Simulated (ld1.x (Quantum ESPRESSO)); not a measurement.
## Ti: excitation energies, all-electron against TM semilocal

* Element: Ti
* Generator: ld1.x (Quantum ESPRESSO) 7.5
* Type: norm-conserving Troullier–Martins (semilocal form)
* Functional: LDA (PZ)
* Relativity: scalar-relativistic
* Frozen core: [Ne]
* Valence charge: 12
* Reference configuration: 3s2 3p6 3d2.5 4s1.5 4p0
* Partial waves: 3s (bound): rc 1.40 bohr; 3p (bound): rc 1.10 bohr; 3d (bound): rc 2.55 bohr
* Local potential: the d channel
* Core correction: none

Occupied shells without a wave of their own: 4s. They enter only through the test configuration that unscreens the potential.

Energies are relative to the spin-unpolarised reference configuration 3s2 3p6 3d2.5 4s1.5 4p0; without spin polarisation the order of configurations can differ from experiment. Spin-polarised rows fill each open shell by Hund’s rule, majority spin first. The frozen-core shift is the all-electron ΔE with the core orbitals held at their reference shape minus the fully relaxed ΔE.

| valence configuration | charge | ΔE all-electron (eV) | error AE − PS (meV) | frozen-core shift (meV) |
| --- | --- | --- | --- | --- |
| 3s2 3p6 3d2 4s2 4p0 | 0 | -0.324 | +158 | -0.9 |
| 3s2 3p6 3d1 4s2 4p0 | +1 | 9.656 | +559 | -2.6 |
| 3s1 3p6 3d2 4s2 4p0 | +1 | 68.983 | +79 | +6.1 |
| 3s2 3p5 3d2 4s2 4p0 | +1 | 45.184 | +165 | +7.7 |
| 3s2 3p6 3d1 4s0 4p0 | +3 | 48.202 | -895 | -2.1 |
| 3s2 3p6 3d2.5 4s1.5 4p0 (spin-polarised) | 0 | -1.143 | +112 | +1.4 |
| 3s2 3p6 3d2 4s2 4p0 (spin-polarised) | 0 | -0.994 | +225 | +0.1 |

(1) What are ΔE and the potential's error for 3s2 3p6 3d2 4s0 4p0?

(2) What are ΔE and the potential's error for 3s2 3p6 3d2 4s1 4p0?

Levels in the configuration 3s2 3p6 3d2 4s2 4p0 (spin-polarised):

| level | all-electron (eV) | pseudo (eV) |
| --- | --- | --- |
| 3s up | -62.831 | -62.596 |
| 3p up | -39.350 | -39.184 |
| 3d up | -4.967 | -4.876 |
| 4s up | -4.793 | -5.050 |
| 3s down | -61.239 | -61.114 |
| 3p down | -37.785 | -37.635 |
| 4s down | -4.328 | -4.556 |

Answers

(1) ΔE = 21.012 eV all-electron; the error (AE − PS) is -778 meV.

(2) ΔE = 7.212 eV all-electron; the error (AE − PS) is -188 meV.

The 4s level has no wave, so the channel is fitted at the deeper level alone: the likely source of the large errors. A variational frozen-core shift is positive and of second order in the change. This column holds negative values, so the frozen-core run of ld1.x carries numerical noise or an error of first order here, and the column gives no more than the rough size of the effect.
